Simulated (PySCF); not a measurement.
## Static response to an electric field

Species: C3H6BrClSi2.
Structure used (GFN2-xTB), in Å, numbered top down from 1:
```xyz
13
C3H6BrClSi2 angstrom
C     -3.1863    0.7663    1.3009
C     -2.3367    0.3374    0.5661
Si    -1.0168   -0.3348   -0.5398
Cl    -0.9893   -2.3570   -0.3803
C      0.6621    0.3541    0.0344
Si     2.1621   -0.3768   -0.8580
Br     3.9567    0.7252   -0.1384
H     -3.9315    1.1448    1.9404
H     -1.2963    0.0195   -1.9309
H      0.7733    0.1823    1.1076
H      0.6560    1.4379   -0.0944
H      2.4165   -1.7671   -0.5174
H      2.1258   -0.1312   -2.2937
```

Level: CAM-B3LYP/def2-SVPD (PySCF), static field, nuclei fixed, core orbitals frozen in the response. The polarisability tensor in these axes (au):

```
x   146.99   1.63 -11.26
y     1.63 108.39   8.49
z   -11.26   8.49 101.35
```

**Question.** Give the principal values, the mean and the anisotropy Δα = √{½[(α1 − α2)² + (α2 − α3)² + (α1 − α3)²]}.

**Answer.** Principal values 93.65, 113.46 and 149.62 au; mean 118.91 au = 17.62 Å³ = 19.61 × 10⁻⁴⁰ C²·m²/J; Δα = 49.15 au (41 % of the mean).

**Question.** What is the dipole moment, and where does it point?

**Answer.** (-1.94, 0.88, 0.19) D, 2.14 D in size, pointing from the negative to the positive side. Measured along this direction, the outermost atoms are Br7 at the negative end and H8 at the positive end.

**Question.** What would n − 1 = 2πNα be for an ideal gas of these molecules at 273.15 K and 1 atm, electronic part alone?

**Answer.** N = p/kT = 2.6868 × 10¹⁹ cm⁻³, so n − 1 = 2π × N × 17.62 × 10⁻²⁴ cm³ = 2975 × 10⁻⁶ at long wavelengths, for an ideal gas.

**Question.** Orientational against electronic polarisability at 350 K (dilute gas, rigid molecules)?

**Answer.** In Gaussian units μ²/3kT = 31.54 Å³ against 17.62 Å³, a ratio of 1.79; the Debye molar polarisation (4π/3)N_A(α + μ²/3kT) is 124.0 cm³/mol, leaving out the vibrational part.

**Question.** Give the eigenvalues of the traceless quadrupole moment Θ = ½Σq(3rr − r²1), origin at the centre of nuclear charge.

**Answer.** -12.26, -0.11, 12.38 D·Å. The values depend on the origin, since the dipole doesn't vanish. The electronic extent ⟨r²⟩ about the same centre is 3100 bohr², a root-mean-square distance of 2.89 Å for the 104 electrons.

Geometry: GFN2-xTB, one conformer, isolated molecule. The calculation is non-relativistic, for bromine too.

The run behind these numbers computed excited states as well. Time: 58 s wall; peak memory 0.98 GiB. Hardware: an Arm Neoverse V1 with one thread, no GPU, on a shared host.
